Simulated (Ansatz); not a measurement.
`C=CBI` + H₂ → `BI` + `C=C` at 500 K and 1 bar (hydrogenolysis of a B–C bond).

Calculated with Ansatz (gas phase, PBE0-D4/def2-TZVP geometries, no zero-point term in ΔE). CBS: MP2 limit from def2 TZ/QZ plus the TZ coupled-cluster correction, frozen cores. This one scheme is used for every species. def2 core potentials past Kr. For I outer-core shells are correlated without core-valence functions, which leaves a few kJ/mol of doubt a bond. Each species was taken in one conformer, which may not be the lowest.

| species | CCSD(T)/CBS energy (Eh) | H − E (kJ/mol) | S (J/(mol·K)) |
| --- | --- | --- | --- |
| `C=CBI` | -400.74733 | 180.1 | 364.4 |
| H₂ | -1.17544 | 41.0 | 145.5 |
| `BI` | -323.43628 | 73.5 | 279.1 |
| `C=C` | -78.48111 | 155.1 | 245.3 |

H − E and S are ideal-gas, rigid-rotor, harmonic terms from PBE0-D4/def2-TZVP, for one conformer and one mirror image of each species. The MP2-based limit puts H₂ 0.8 mEh under its directly extrapolated value; such offsets cancel only in part. 1 Eh = 2625.50 kJ/mol, R = 8.31446 J/(mol·K).

Problem. By hand: ΔE, ΔH, ΔS and ΔG.

Solution. ΔE = (-323.43628) + (-78.48111) − (-400.74733) − (-1.17544) = 0.00538 Eh = 14.1 kJ/mol. Δ(H − E) = 73.5 + 155.1 − 180.1 − 41.0 = 7.5, so ΔH = 21.6 kJ/mol. ΔS = 279.1 + 245.3 − 364.4 − 145.5 = 14.5 J/(mol·K). ΔG = 21.6 − 500 × (14.5)/1000 = 14.4 kJ/mol.

Problem. By hand: the equilibrium constant, and the temperature at which ΔG would vanish if ΔH and ΔS stayed fixed.

Solution. log₁₀ K = −ΔG/(RT ln 10) = -1.5. ΔG = 0 at ΔH/ΔS = 1490 K, though so small a ΔS makes that figure unsure.

TΔS isn't small against ΔH here. A doubt of 5 kJ/mol in ΔE shifts log₁₀ K by 0.5 here. Other conformers and mirror images would add mixing entropy, several J/(mol·K) or more a flexible species. These are equilibria of isolated gas molecules and say nothing of rates. Largest T1 diagnostic: 0.012 (customary marks: 0.02 for closed shells, 0.045 for open ones).
